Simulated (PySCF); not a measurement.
C5H13NSi.
SMILES with atom numbers: `[CH2:1]=[C:2]([CH3:3])[CH2:4][N:5]([CH3:6])[SiH3:7]` (hydrogens: H8, H9 on C1; H10, H11, H12 on C3; H13, H14 on C4; H15, H16, H17 on C6; H18, H19, H20 on Si7)

Geometry (PBE0-D3(BJ)/def2-SVP, Å), atoms numbered from 1 in this order:
```xyz
20
C5H13NSi angstrom
C      2.1067    1.0572    0.4785
C      1.2388    0.0976    0.1413
C      1.4718   -0.8620   -0.9838
C     -0.0556   -0.0870    0.9007
N     -1.2220   -0.0597    0.0423
C     -1.4798    1.2177   -0.5786
Si    -2.4655   -1.2642    0.1611
H      3.0584    1.1806   -0.0464
H      1.8948    1.7482    1.3001
H      0.6504   -0.8020   -1.7154
H      1.4793   -1.9015   -0.6134
H      2.4228   -0.6691   -1.4987
H     -0.1212    0.6798    1.6990
H     -0.0201   -1.0673    1.4095
H     -2.3244    1.1421   -1.2802
H     -1.7230    2.0104    0.1578
H     -0.6015    1.5647   -1.1511
H     -1.8063   -2.5725    0.4556
H     -3.4945   -1.0279    1.2327
H     -3.1955   -1.3161   -1.1425
```

Method used: TDDFT CAM-B3LYP/def2-SVPD, vertical, gas phase, core orbitals frozen in the response (PySCF 2.14.0, density-fitted response routines).

Ground-to-excited transition dipoles (e·a0, same axes as the geometry; the sign carries no meaning), for the states with f of 0.002 or more among the lowest 7:

```tsv
state	E (hartree)	μx	μy	μz
S1	0.2097	-0.175	-0.182	-0.069
S2	0.2267	-0.210	0.081	0.276
S3	0.2456	0.218	-0.088	-0.196
S4	0.2465	-0.175	-0.055	0.255
S5	0.2575	-0.509	-0.228	-0.261
S6	0.2601	0.296	0.298	0.088
S7	0.2626	0.942	0.992	0.269
```

Q: Work out the oscillator strengths.

A: f = (2/3) ΔE |μ|² with ΔE in hartree (27.2114 eV).

```json
{"state": "S1", "|μ|² (au)": "0.068", "|μ| (D)": "0.66", "f": "0.010"}
{"state": "S2", "|μ|² (au)": "0.127", "|μ| (D)": "0.91", "f": "0.019"}
{"state": "S3", "|μ|² (au)": "0.094", "|μ| (D)": "0.78", "f": "0.015"}
{"state": "S4", "|μ|² (au)": "0.099", "|μ| (D)": "0.80", "f": "0.016"}
{"state": "S5", "|μ|² (au)": "0.379", "|μ| (D)": "1.56", "f": "0.065"}
{"state": "S6", "|μ|² (au)": "0.184", "|μ| (D)": "1.09", "f": "0.032"}
{"state": "S7", "|μ|² (au)": "1.945", "|μ| (D)": "3.54", "f": "0.340"}
```

Q: Which bond between heavy atoms lies closest to the direction of the S7 transition dipole?

A: C1–C2, at 4° from it; next N5–Si7 at 15°.

Q: What angle do the transition dipoles of S5 and S7 make?

A: |cos θ| = |μa·μb| / (|μa| |μb|) = 0.90, so θ ≈ 25° (taken between 0 and 90°, since the signs are arbitrary).

Q: How is the summed strength of these states shared among x, y and z?

A: (2/3) Σ ΔE μα² gives 0.239 for x, 0.204 for y and 0.055 for z, 0.498 in all.

Q: What peak molar absorption coefficient would the strongest computed level give as a lone Gaussian band 0.3 eV wide at half height?

A: ε(max) = 2.175×10⁸ f / FWHM, with the width in cm⁻¹. S7: 2.175×10⁸ × 0.3405 / 2420 ≈ 31000 L mol⁻¹ cm⁻¹.

The vertical ionisation energy (ΔSCF) is 8.33 eV, 1.18 eV above S7.

One conformer stands for the species.
